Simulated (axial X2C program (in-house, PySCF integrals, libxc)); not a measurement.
The numbers below are computed, except where a source is named.
CrF⁺: input and output of an open-shell CI run

Program: an axial X2C code built on PySCF integrals.

Input and command:
```json
{"zs": [24, 9], "q": 1, "bas": ["dyall-v3z", "dyall-v3z"], "r0": 1.86, "metal": 0, "shells": [[2, [0, 1, 2], 3], [0, [0], 1], [1, [1], 0]], "fix": 0, "emax": 3.2, "nroots": 4}
```
```bash
python soci.py task.json out
```

Keys: zs atomic numbers; q charge; bas basis sets; r0 starting distance in Å; metal index of the metal atom; shells open shells as [l, |m| values, electrons]; fix electron count of the first shell held; emax energy window in eV; nroots roots for each Ω.

Output at R = 1.706 Å:

```
average of configuration d3 s1 p(π)0
basis functions 146  fitting functions 855
iter      average energy  largest gradient
   1      -1148.056702217   6.33e-01
   2      -1148.501281688   1.16e-02
   3      -1148.502905770   4.56e-03
   4      -1148.503119959   1.36e-03
   5      -1148.503154154   6.05e-04
   6      -1148.503158832   1.28e-04
   7      -1148.503159902   5.42e-05
   8      -1148.503160340   2.63e-05
   9      -1148.503160380   1.34e-05
converged
CI levels
2*Omega        energy/Eh    cm-1   g(par)  dipole/D  leading shell counts
    0     -1148.69703118        0   0.000   -4.270  {'4 0 0': 0.98}
    2     -1148.69701906        3   4.003   -4.270  {'4 0 0': 0.981}
    4     -1148.69698264       11   8.006   -4.269  {'4 0 0': 0.981}
    2     -1148.68462871     2722   5.998   -4.342  {'4 0 0': 0.698, '3 1 0': 0.294}
    0     -1148.68440609     2771   0.000   -4.343  {'4 0 0': 0.698, '3 1 0': 0.294}
    0     -1148.68435114     2783   0.000   -4.342  {'4 0 0': 0.699, '3 1 0': 0.293}
    2     -1148.68412415     2833   2.009   -4.344  {'4 0 0': 0.698, '3 1 0': 0.293}
    4     -1148.68386794     2889   6.004   -4.347  {'4 0 0': 0.699, '3 1 0': 0.293}
    6     -1148.68360755     2946  10.006   -4.350  {'4 0 0': 0.699, '3 1 0': 0.293}
    0     -1148.67034706     5856   0.000   -4.127  {'4 0 0': 0.553, '3 1 0': 0.434}
    0     -1148.67034704     5856   0.000   -4.127  {'4 0 0': 0.553, '3 1 0': 0.434}
    2     -1148.66986107     5963   0.000   -4.129  {'4 0 0': 0.554, '3 1 0': 0.433}
    4     -1148.66938541     6068   4.004   -4.132  {'4 0 0': 0.555, '3 1 0': 0.432}
    6     -1148.66891909     6170   8.007   -4.134  {'4 0 0': 0.556, '3 1 0': 0.431}
    8     -1148.66846130     6270  12.009   -4.137  {'4 0 0': 0.556, '3 1 0': 0.43}
    0     -1148.61524053    17951   0.000   -2.811  {'3 1 0': 0.809, '4 0 0': 0.172}
    0     -1148.61517115    17966   0.000   -2.640  {'3 1 0': 0.804, '4 0 0': 0.18}
    0     -1148.61469556    18071   0.000   -1.798  {'3 1 0': 0.758, '4 0 0': 0.237}
    4     -1148.61442650    18130   6.042   -2.584  {'3 1 0': 0.8, '4 0 0': 0.186}
    6     -1148.61346343    18341   9.990   -1.644  {'3 1 0': 0.732, '4 0 0': 0.266}
    6     -1148.60705902    19747   8.015   -2.892  {'3 1 0': 0.793, '4 0 0': 0.198}
    8     -1148.59941145    21425  11.489   -2.411  {'4 0 0': 0.512, '3 1 0': 0.473}
    8     -1148.59897375    21521   8.361   -4.019  {'4 0 0': 0.89, '3 1 0': 0.087}
   10     -1148.59875293    21570  11.944   -4.239  {'4 0 0': 0.947}
    8     -1148.59746732    21852   9.986   -3.966  {'4 0 0': 0.847, '3 1 0': 0.122}
   10     -1148.59628918    22110  10.063   -4.184  {'4 0 0': 0.632, '3 1 0': 0.359}
   12     -1148.59581177    22215  14.003   -4.193  {'4 0 0': 0.626, '3 1 0': 0.365}
   10     -1148.58546110    24487  13.992   -1.689  {'3 1 0': 0.996}
```

Dipoles in the output refer to the first atom as origin, so for this ion they depend on that choice.

There is no dynamic correlation: spin–orbit spacings and, for f shells, spacings inside one term are the most reliable numbers, splittings between terms come out too wide, and energies between configurations are not reliable, so the lowest level need not be the ground state of the molecule. The lowest levels belong to d4, not to the averaged configuration, so orbitals and distance suit them less well. For d shells the ligand-field splittings (σ, π, δ) and their order can be off by a thousand cm⁻¹ or more. At most 4 roots were kept for each Ω > 0 (twice that for Ω = 0) within 3.2 eV of the lowest, so higher up levels can be missing between those listed; levels with Ω > 0 are doubly degenerate and listed once, Ω = 0 levels singly. States that fill the shells left empty in the average are placed too high.
